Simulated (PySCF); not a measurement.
# C₆ coefficients of unlike pairs at UHF

Calculated with PySCF 2.14 from the dipole response of each species, C₆(A,B) = (3/π) ∫ α_A(iu) α_B(iu) du, in atomic units, from isotropic polarisabilities. For ions this is the dispersion term alone; charge-induced terms of lower order in 1/R come first.

| species | configuration | basis | relativity | α (bohr³) | C₆ (like pair) |
| --- | --- | --- | --- | --- | --- |
| Ar³⁺ | [Ne] 3s2 3p3 (4S) | def2-TZVPPD (6s6p4d1f) | none | 3.698 | 10.04 |
| Te⁺ | [Kr] 4d10 5s2 5p3 (4S) | def2-QZVPPD with the def2 core potential (28 electrons) (8s7p5d4f1g) | core potential | 22.36 | 190.9 |
| Hg²⁺ | [Xe] 4f14 5d10 (1S) | def2-QZVPPD with the def2 core potential (60 electrons) (7s5p4d4f2g) | core potential | 7.266 | 46.45 |
| O³⁺ | [He] 2s2 2p1 (2P) | dyall-av3z (15s9p3d2f) | none | 1.420 | 1.328 |

(1) Estimate C₆ for O³⁺ with Hg²⁺.

No spin-orbit coupling is included.

The other pairs:

| pair | C₆ |
| --- | --- |
| O³⁺, Te⁺ | 15.37 |
| Hg²⁺, Te⁺ | 87.52 |
| Hg²⁺, Ar³⁺ | 21.43 |
| O³⁺, Ar³⁺ | 3.645 |
| Te⁺, Ar³⁺ | 42.03 |

Results:

(1) The integral gives 7.796. The combination rule 2 C_A C_B / (C_A α_B/α_A + C_B α_A/α_B) gives 7.772 and the geometric mean 7.853.
